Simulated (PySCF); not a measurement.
Electron correlation in Zr²⁺ (zirconium, charge +2)

[Kr] 4d1 5s1, high-spin 3D determinant (an excited configuration). All numbers are calculated (PySCF 2.14, a scalar-relativistic core potential, in def2-TZVPPD with the def2 core potential (28 electrons)). Frozen: nothing; 10 electrons correlated.

```json
{"level": "CCSD", "correlation energy (mhartree)": "-212.30"}
{"level": "(T)", "correlation energy (mhartree)": "-4.62"}
{"level": "CCSD(T)", "correlation energy (mhartree)": "-216.92"}
```

Diagnostics: T1 = 0.0069, D1 = 0.0259, largest double amplitude 0.028.

Problem. Is a single reference adequate?

Solution. Yes, within this model without spin-orbit coupling: T1 lies below 0.03 and no double amplitude reaches 0.07.

The basis has no tight functions for the innermost shells, so their pair energies are far from complete.

This basis was not built for core-valence correlation, so the inner-shell part is incomplete.
